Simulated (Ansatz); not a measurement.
Isolated molecules relaxed with PBE0-D4/def2-TZVP in Ansatz; ΔE leaves out vibrations. CCSD(T)/CBS is the MP2 limit (def2-TZVPP, def2-QZVPP) plus CCSD(T) − MP2 in def2-TZVPP, frozen cores. This one scheme is used for every species. DFT in def2-TZVPP. One conformer a species, not always the lowest.

Consider the cleavage of the Si–Si bond: `N[SiH](O)[Si](N)(F)F` + `[SiH3]S` → `N[SiH](O)S[SiH3]` + `N[SiH](F)F`.

| level | ΔE (eV) |
| --- | --- |
| PBE-D4 | -0.81 |
| B2PLYP | -0.97 |
| PBE0 | -0.90 |
| HF/def2-TZVPP | -1.07 |

Q: What does CCSD(T)/CBS give? (An estimate is asked.)

A: Ansatz gave: -1.01 eV. The listed levels differ from it by 0.20, 0.04, 0.11, -0.06 eV.

Largest T1 diagnostic among the species: 0.012.

From PBE to PBE0 (25 % exact exchange), in def2-TZVPP and without D4, ΔE moves by −0.09 eV.
